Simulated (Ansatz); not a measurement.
`C=[C](O)[GaH2]` and `C=C(O)OC` differ in one atom or group.

Ansatz, PBE0-D4/def2-TZVP geometries, multiplicity 1. Each molecule was computed in one conformer, which needn't be the lowest.

Scalar relativity is left out up to krypton.

```csv
property,`C=[C](O)[GaH2]`
HOMO–LUMO gap (B3LYP/def2-TZVPP) / eV,4.53
LUMO energy (PBE0/def2-TZVPP) / eV,-1.87
size of the dipole moment (B3LYP/def2-TZVPP) / D,1.04
HOMO–LUMO gap (ωB97M-V/def2-TZVPP) / eV,8.94
size of the dipole moment (PBE/def2-TZVPP) / D,0.94
HOMO–LUMO gap (PBE/def2-TZVPP) / eV,3.09
```

(1) What does the change do to each property? (Estimate.)

Answers

(1) Computed: 
| property | `C=C(O)OC` | shift |
| --- | --- | --- |
| HOMO–LUMO gap (B3LYP/def2-TZVPP) / eV | 7.00 | 2.47 |
| LUMO energy (PBE0/def2-TZVPP) / eV | 1.33 | 3.20 |
| size of the dipole moment (B3LYP/def2-TZVPP) / D | 2.22 | 1.18 |
| HOMO–LUMO gap (ωB97M-V/def2-TZVPP) / eV | 11.30 | 2.36 |
| size of the dipole moment (PBE/def2-TZVPP) / D | 2.18 | 1.24 |
| HOMO–LUMO gap (PBE/def2-TZVPP) / eV | 5.48 | 2.39 |

With PBE0 the HOMO rises by 0.61 eV and the LUMO rises by 3.20 eV, so the gap widens by about 2.59 eV. PBE moves the HOMO by 0.69 eV and ωB97M-V by 0.55 eV. Dipoles are sizes alone; their direction can turn.

B3LYP here is the variant with VWN-RPA as its local correlation; programs differ in this.
